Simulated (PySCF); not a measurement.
`B[NH][GeH3]`. Level of theory: PBE0-D3(BJ)/def2-SVP geometry optimisation, gas phase in PySCF.

```
atom  x, y, z in Å
B1     1.5731   -0.0467   -0.2614
N2     0.4547    0.0724    0.5664
Ge3   -1.3237    0.0022    0.0400
H4     1.4167   -0.2180   -1.4512
H5     2.6829    0.0218    0.2198
H6     0.6208    0.2143    1.5585
H7    -2.0455   -1.0772    0.8690
H8    -1.3235   -0.3435   -1.4525
H9    -1.9901    1.3668    0.2986
```

(1) What is the longest distance between nuclei?

(2) Work out the bond lengths B1–N2, B1–H4, B1–H5, N2–Ge3, N2–H6, Ge3–H7, Ge3–H8, Ge3–H9 in bohr.

(3) Where is the centre of mass (commonest isotopes), and what is the radius of gyration?

(4) What are the angles N2–B1–H5, B1–N2–Ge3, H8–Ge3–H9, H7–Ge3–H8, H7–Ge3–H9?

(5) What is the repulsion energy of the bare nuclei, Σ ZA·ZB/RAB?

Answers

(1) H5···H7, 4.90 Å; the next longest distance is 4.86 Å.

(2) For B1–N2 the difference vector is (-1.1184, 0.1191, 0.8278) Å, of length 1.3965 Å. 1 bohr = 0.529177 Å. B1–N2 2.639; B1–H4 2.291; B1–H5 2.290; N2–Ge3 3.507; N2–H6 1.920; Ge3–H7 2.911; Ge3–H8 2.895; Ge3–H9 2.911 bohr.

(3) Mass 104.981 u; centre at (-0.713, 0.006, 0.077) Å; Rg = √(Σ m r²/M) = 1.162 Å. As Ia + Ib + Ic = 2 Σ m r², the three principal moments sum to 283.4 u·Å².

(4) From the scalar product of the two bond vectors; for N2–B1–H5 it is -0.8347 Å² over 1.3965 × 1.2116 Å², cos θ = -0.4933. N2–B1–H5 119.6°; B1–N2–Ge3 126.6°; H8–Ge3–H9 111.3°; H7–Ge3–H8 111.5°; H7–Ge3–H9 109.1°.

(5) 177.05 Eh over 36 pairs, with full nuclear charges and distances in bohr; the largest single term is 63.87 Eh (N2 with Ge3).

Not checked by PBE0-D3(BJ)/def2-SVP frequencies.

Time: 17 s; peak memory 0.37 GiB. Hardware: Arm Neoverse V1, one thread, shared host. These figures are those of the optimisation.
